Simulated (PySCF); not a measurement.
TiO2, SMILES [O]=[Ti]=[O], multiplicity 1.

Geometry: ωB97X-D3(BJ)/def2-TZVP. The multiplicity is an assumed one; other spin states were not compared. The isomer is the one that the SMILES or the coordinates give; other isomers of the formula were not compared.

Two levels are set side by side: PBE/def2-TZVPD (PySCF) and ωB97X/def2-TZVPD (PySCF). Same geometry, gas phase. Differences are taken from unrounded values.

```json
[
 {"quantity": "orbital gap (eV)", "ωB97X": "8.89", "PBE": "2.30", "PBE minus ωB97X": "-6.59"},
 {"quantity": "highest occupied level (eV)", "ωB97X": "-9.73", "PBE": "-5.80", "PBE minus ωB97X": "3.93"},
 {"quantity": "lowest empty level (eV)", "ωB97X": "-0.84", "PBE": "-3.50", "PBE minus ωB97X": "-2.66"},
 {"quantity": "dipole moment (D)", "ωB97X": "6.89", "PBE": "6.29", "PBE minus ωB97X": "-0.61"},
 {"quantity": "mean polarisability (bohr³)", "ωB97X": "33.5", "PBE": "35.1", "PBE minus ωB97X": "1.6"}
]
```

PBE's occupied levels lie high since its potential decays too fast outside the molecule; exact exchange lowers them and widens the gap. Loosely held outer electrons make PBE densities more polarisable. Differences between two approximate levels are no errors against the true value.

Rough cost on one machine, each run with all the roots and properties that it gave: ωB97X against PBE within a factor of 2.
